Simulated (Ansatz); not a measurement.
Relaxation of CuSe₂⁺ with RKS r2SCAN-D4/def2-TZVP.

```sh
$ ansatz run in.yaml --threads 4 --pin off --events-out ev --progress --plain --max-ram 3916MiB
```

```yaml
crystal:
  periodic: [false, false, false]
  atoms:
    - {symbol: Cu, position_ang: [0.383410, 1.201890, -0.730370]}
    - {symbol: Se, position_ang: [-1.269320, -0.427690, 0.133660]}
    - {symbol: Se, position_ang: [0.885920, -0.774210, 0.596700]}
basis:
  gaussian: {orbitals: def2-TZVP}
total_charge: 1
hamiltonian: {xc: r2scan, dispersion: d4}
scf: {lower_state_search: "off"}
output: {orbitals: {seedname: orbitals}}
relax: {f_tol: 0.02, max_steps: 100}
```

Hardware: 4 threads of Arm Neoverse V1 on a shared host. Wall time 30 s.

Positions (Å) and forces (eV/Å) at steps 1, 2, 3, 4, 6 of 6:

```xyz
3
step=1 energy=-175331.8654 eV
Cu    0.383    1.202   -0.730   -0.210   -0.680    0.414
Se   -1.269   -0.428    0.134    0.039    0.345   -0.218
Se    0.886   -0.774    0.597    0.171    0.335   -0.196
3
step=2 energy=-175331.9138 eV
Cu    0.368    1.162   -0.706   -0.135   -0.356    0.214
Se   -1.268   -0.404    0.119    0.067    0.197   -0.119
Se    0.900   -0.758    0.588    0.069    0.160   -0.095
3
step=3 energy=-175331.9282 eV
Cu    0.346    1.123   -0.684    0.019    0.086   -0.053
Se   -1.260   -0.376    0.102   -0.066   -0.027    0.010
Se    0.915   -0.747    0.582    0.048   -0.059    0.043
3
step=4 energy=-175331.9272 eV rejected
Cu    0.346    1.127   -0.686   -0.008   -0.013    0.008
Se   -1.268   -0.376    0.101    0.219   -0.027    0.042
Se    0.922   -0.750    0.585   -0.210    0.040   -0.049
3
step=6 energy=-175331.9288 eV
Cu    0.346    1.129   -0.688    0.000    0.000    0.000
Se   -1.261   -0.378    0.103    0.000    0.000    0.000
Se    0.915   -0.751    0.585    0.000    0.000    0.000
```

The restricted singlet is unstable towards broken spin symmetry at other levels; at r2SCAN-D4/def2-TZVP this wasn't settled. An occupied level lies above an empty one. Another isomer (triplet) lies 0.70 eV lower at PBE0-D4/def2-TZVP; other spin states weren't run for this one.
